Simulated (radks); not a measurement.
Q: These are the eigenvalues of the occupied orbitals of an atom or ion with whole-number occupations (eV). All-electron calculation, Dirac Kohn-Sham, Slater X-alpha with alpha = 1.001, spin-unpolarised, spherical densities, finite nucleus; Fermi nuclear charge, rms radius of each element as measured or else 0.836 A^(1/3) + 0.57 fm. Program: a radial shooting solver on a logarithmic mesh with Libxc functionals.

orbital  eigenvalue
1s1/2     -59496.58
2s1/2     -10088.30
2p1/2     -9637.177
2p3/2     -8644.891
3s1/2     -2284.683
3p1/2     -2082.497
3p3/2     -1871.757
3d3/2     -1522.660
3d5/2     -1476.224
4s1/2     -460.6730
4p1/2     -378.2986
4p3/2     -330.5679
4d3/2     -193.6334
4d5/2     -184.8539
5s1/2      -65.0137
5p1/2      -42.2457
5p3/2      -36.1343
4f5/2      -17.5714
4f7/2      -16.2473
6s1/2      -10.3620

Which element is it, and in what charge state? The configuration may be excited. Open shells, if any, fill j = l - 1/2 first.

A: Z = 69, thulium, charge +1: Tm+ in [Xe] 4f13 6s1. The list shows which subshells hold electrons but not how many an open one holds; the 1s level, -2186.5 hartree, gives Z - s = 66.1 by -(Z - s)^2/2, which with screening and relativity narrows Z to a few neighbours, and the depths of the outer levels then fix element, charge and occupations together.
